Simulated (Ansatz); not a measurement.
Basis sets compared for SbTe4. Charge 0, multiplicity 2. Geometry PBE-D4/def2-SVP. Ansatz on 4 threads of Intel Xeon 6975P-C on a shared host; times are rough, and most runs start from earlier orbitals.

```
atom    x (Å)    y (Å)    z (Å)
 Sb1   1.0133  -1.9892   0.7320
 Te2   2.1038   0.1216  -0.7227
 Te3  -0.1557   1.3442  -1.7662
 Te4  -1.3559   1.6289   0.6831
 Te5  -1.6055  -1.1055   1.0739
```

In the def2 sets Sb, Te take a core potential; there is no spin–orbit coupling. The structure comes from a short search, and lower isomers may exist.

Binding counts from free atoms (Sb quartet, Te triplet) in the same basis, without a counterpoise term.

```tsv
level	functions	energy (Eh)	HOMO (eV)	LUMO (eV)	binding per atom (eV)	wall time
PBE-D4/def2-SVP	130	-1312.4628	-4.57	-3.94	2.22	2.1 s
PBE-D4/def2-TZVP	250	-1312.5152	-4.62	-3.97	2.26	4.9 s
r2SCAN-D4/def2-TZVP	250	-1313.0339	-4.91	-3.81	2.02	10 s
PBE0-D4/def2-SVP	130	-1312.5299	-5.54	-3.31	2.00	4.1 s
PBE0-D4/def2-TZVP	250	-1312.5807	-5.55	-3.31	2.06	12 s
```

Q: Estimate the rows for PBE-D4/def2-TZVPD, r2SCAN-D4/def2-TZVPD, PBE0-D4/def2-TZVPD.

A: 
```
               level  functions  energy (Eh)  HOMO (eV)  LUMO (eV)  binding per atom (eV)  wall time
   PBE-D4/def2-TZVPD        292   -1312.5166      -4.64      -3.99                   2.26        7 s
r2SCAN-D4/def2-TZVPD        292   -1313.0354      -4.92      -3.82                   2.02       14 s
  PBE0-D4/def2-TZVPD        292   -1312.5820      -5.57      -3.32                   2.07       18 s
```
